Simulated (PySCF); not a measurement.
C2H13NSi3 (charge +1 and doublet state).
Cartesian coordinates in Å at the GFN2-xTB level; atoms count from 1:
```
atom  x, y, z in Å
C1    -2.7361    0.7607    0.4477
N2    -2.1542   -0.5274    0.7593
Si3   -1.4092   -1.6175   -0.3074
Si4    0.9607   -0.8707   -0.8167
C5     1.3501    0.3787    0.5287
Si6    3.1423    1.1438    0.4454
H7    -3.7654    0.8020    0.8069
H8    -2.1778    1.5681    0.9255
H9    -2.7378    0.9174   -0.6273
H10   -2.1631   -0.7089    1.7538
H11   -2.0356   -1.5367   -1.6191
H12   -1.2737   -2.8860    0.3877
H13    0.8649   -0.3241   -2.1700
H14    1.7053   -2.1274   -0.7726
H15    1.2383   -0.0747    1.5142
H16    0.6446    1.2094    0.4883
H17    3.2502    1.7874   -0.8604
H18    3.2151    2.0879    1.5559
H19    4.0716    0.0270    0.5828
```

The hyperfine couplings belong to this conformer and change with its torsions.

Identity: `C[NH+][SiH2][SiH2]C[SiH3]` [radical] (charge +1).

Level of theory: UKS B3LYP, pcH-1 on C H N Si, non-relativistic, mean-field spin-orbit, GIAO in PySCF 2.14.0. The structure is a single GFN2-xTB conformer in the gas phase; no vibrational or solvent corrections. GFN2-xTB frequencies show an imaginary mode (21i cm⁻¹), so this geometry is no minimum at that level. The geometry wasn't refined by DFT: couplings that depend on bond lengths, twists or pyramidal angles can differ widely from those at the functional's own minimum, by a factor of two or more for some ions and for spin on atoms past the first row. Stability of the SCF solution: not tested.

**Question.** Give the principal g shifts and their parts.

**Answer.** 
```csv
Δg (ppt),1,2,3
relativistic mass correction,-0.18,-0.18,-0.18
gauge correction,0.00,0.02,0.02
orbital Zeeman/spin–orbit,0.04,3.61,5.45
total,-0.13,3.46,5.30
```

So g = 2.00219, 2.00578, 2.00762 and g_iso = 2.00519; the tensor is rhombic: the two nearest values differ by 34 % of g3 − g1. Axes: g1 points within 7° of the Si3–Si4 bond.

**Question.** What are the electron Larmor frequencies g μB B/h along the three axes at 3350 mT?

**Answer.** 93.8773, 94.0457, 94.1319 GHz for g1, g2 and g3, a range of 254.6 MHz.

**Question.** At 9.735 GHz, how far is the centre of the isotropic spectrum from where a free electron (g = 2.002319) resonates?

**Answer.** B = hν/(g μB) with μB/h = 13.99624 MHz/mT gives 347.37 mT for the free electron and 346.87 mT at g_iso, 0.50 mT lower.

**Question.** In a frozen sample, at which fields do the three g values resonate at 9.5, 34, 94 and 263 GHz (hyperfine left aside), and which band first spreads them over more than twice a line width of 0.3 mT?

**Answer.** 
```tsv
band	GHz	B(g3) mT	B(g2) mT	B(g1) mT	spread mT
X	9.5	338.09	338.40	339.01	0.92
Q	34.0	1210.00	1211.11	1213.29	3.28
W	94.0	3345.31	3348.37	3354.38	9.07
J	263.0	9359.74	9368.31	9385.12	25.38
```

The spread grows in proportion to the frequency. X band is the first where it exceeds 0.6 mT.

Largest spin populations (Mulliken): N2 (+0.42), Si4 (+0.30), Si3 (+0.08) and H11 (+0.06).

The HOMO–LUMO gaps are 6.72 eV among the α and 2.67 eV among the β orbitals.
